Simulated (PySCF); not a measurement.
Two-component Hartree-Fock for Ca¹⁰⁺ (calcium, charge +10)

Start: [Ne]. Calculated with PySCF 2.14 in an uncontracted even-tempered set (18 s from 1.4 bohr⁻², ratio 2.4; 12 p from 1.9 bohr⁻², ratio 2.4; 5 d from 11 bohr⁻², ratio 2.6; 5 f from 17 bohr⁻², ratio 2.6): generalised Hartree-Fock with the X2C-1e Hamiltonian and a Gaussian nucleus; one run each with spin-orbit coupling (SO) switched off, then screened by Boettger's factors.

| spinor shell | electrons | ε, spin-free (eV) | ε, screened SO (eV) | weight of nominal j (screened SO) | rms radius, screened SO (bohr) |
| --- | --- | --- | --- | --- | --- |
| 1s1/2 | 2 | -4323.5 | -4323.5 | 1.000 | 0.0888 |
| 2s1/2 | 2 | -682.52 | -682.52 | 1.000 | 0.388 |
| 2p1/2 | 2 | -594.35 | -597.00 | 1.000 | 0.354 |

Problem. Where does 2p3/2 lie, and what is the 2p spin-orbit splitting (screened SO)?

Solution. At -593.05 eV, 3.956 eV above 2p1/2.

```tsv
quantity	spin-free	screened SO
E (hartree)	-643.18061	-643.18391
M_J	0	0
⟨J²⟩	0.000	0.000
⟨L²⟩	0.000	0.000
⟨S²⟩	0.000	0.000
```

Without spin-orbit coupling the j labels of p, d and f shells carry no meaning; the spin-free column gives the mean over the occupied spinors of each nl shell.
